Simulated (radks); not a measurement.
Initial-state core-level shifts of the silicon ion Si+ when its valence configuration changes from [Ne] 3s2 3p1. Method: scalar-relativistic Kohn-Sham, PBE, spin-polarised, spherical densities, point nucleus; open shells are filled with parallel spins first; computed with a radial shooting solver on a logarithmic mesh with Libxc functionals. Shifts are changes of the shell-averaged eigenvalues in eV (positive: less bound).

valence          1s      2s      2p
3p3          -2.613  -2.590  -2.559
3s1 3p2      -1.048  -1.062  -1.045
3s1.5 3p1.5  -0.607  -0.603  -0.596
3s0.5 3p2.5  -1.837  -1.832  -1.808
